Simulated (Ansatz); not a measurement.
C₂H₅S, charge -1, singlet, at a GFN2-xTB geometry (a gas-phase anion, which may not be bound at this level); CAM-B3LYP/6-31G* run with Ansatz (a first-principles code).

Ansatz was given this input:
Ansatz 0.2 input:
```yaml
crystal:
  periodic: [false, false, false]
  atoms:
    - {symbol: C, position_ang: [1.47851571, 0.68060766, -0.01630759]}
    - {symbol: C, position_ang: [-0.04245140, 0.78349808, 0.00269481]}
    - {symbol: S, position_ang: [-0.84017842, -0.83808993, 0.00801552]}
    - {symbol: H, position_ang: [-0.36088747, 1.34165179, 0.89662847]}
    - {symbol: H, position_ang: [-0.38275106, 1.34657790, -0.88002358]}
    - {symbol: H, position_ang: [1.94944808, 1.67086100, -0.01935725]}
    - {symbol: H, position_ang: [1.82117664, 0.13041291, 0.85952564]}
    - {symbol: H, position_ang: [1.79948264, 0.13530081, -0.90334496]}
basis:
  gaussian:
    orbitals: 6-31G*
hamiltonian:
  xc: cam_b3lyp
total_charge: -1
accuracy: high
```

**Question.** Write the output that Ansatz gives for this input, abridged.

**Answer.** 
```
Functional definition: CAM-B3LYP
1352 factors; integrals over basis functions are off by at most 3.5e-9 eV
310 factors; integrals over basis functions are off by at most 2.6e-9 eV
mean field evaluation 1: about -12988.5923 eV, gradient 1.8e1 eV
mean field evaluation 2: about -12989.1625 eV, gradient 1.3e1 eV
mean field evaluation 4: about -12989.6318 eV, gradient 8.7e-1 eV
mean field evaluation 8: about -12989.7465 eV, gradient 4.1e-2 eV
mean field evaluation 16: about -12989.7465 eV, gradient 1.2e-5 eV
mean field -12989.74653938 eV, -477.3643805557 hartree, gradient 7.8e-8 eV, S^2 0.000000; 0 other end points of the search recorded, 0 dependent functions left out
reference -12989.74655601 eV, -477.3643811670 hartree; 17, 17 occupied and 42, 42 virtual orbitals, 1352 factors
Total energy: -12989.74655601 eV, -477.3643811670 hartree
```
